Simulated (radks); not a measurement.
Problem. All-electron atom: Yb I in [Xe] 4f13.5 5d1.5 6s1 (fractional occupations, a model configuration). Calculated with a radial shooting solver on a logarithmic mesh with Libxc functionals: scalar-relativistic Kohn-Sham, r2SCAN, spin-polarised, spherical densities, finite nucleus; open shells are filled with parallel spins first (spin-orbit coupling, left out, can overturn this in heavy ions); meta-GGA in the generalised Kohn-Sham scheme; Fermi nuclear charge, rms radius 5.3108 fm. Some entries of the table are withheld. Estimate them.

orbital  occ.  eigenvalue (eV)  <r^2> (bohr^2)  <1/r> (bohr^-1)
1s up       1        -61315.05       0.0005301            80.62
1s down     1        -61315.05       0.0005301            80.62
2s up       1        -10414.59        0.008209            18.81
2s down     1        -10414.56        0.008209            18.81
2p up       3        -9176.278        0.006717            17.26
2p down     3        -9176.248        0.006717            17.26
3s up       1        -2358.916         0.05356            6.961
3s down     1        -2358.635         0.05356            6.962
3p up       3        -1983.780         0.05412            6.473
3p down     3        -1983.496         0.05411            6.474
3d up       5        -1526.458         0.04512            6.121
3d down     5        -1526.225         0.04511            6.122
4s up       1        -471.5260          0.2687            2.931
4s down     1        -470.9288          0.2687            2.930
4p up       3        -347.7852          0.3051            2.677
4p down     3        -347.1969          0.3052            2.676
4d up       5        -184.1176          0.3634            2.367
4d down     5        -183.5244          0.3635            2.366
5s up       1         -57.9506           1.641            1.098
5s down     1         -57.4054           1.635            1.099
5p up       3         -29.6293           2.373           0.9060
5p down     3         -28.9342           2.323           0.9123
4f up       7          -5.4911             (1)            1.757
4f down   6.5          -4.8442             (2)            1.762
6s up       1              (3)           16.64           0.3256
6s down     0              (4)           19.37           0.3104
5d up     1.5          -1.2515           15.36           0.4088

Solution. 
(1) 4f up <r^2> (bohr^2): 0.8071
(2) 4f down <r^2> (bohr^2): 0.7832
(3) 6s up eigenvalue (eV): -4.7697
(4) 6s down eigenvalue (eV): -2.2384
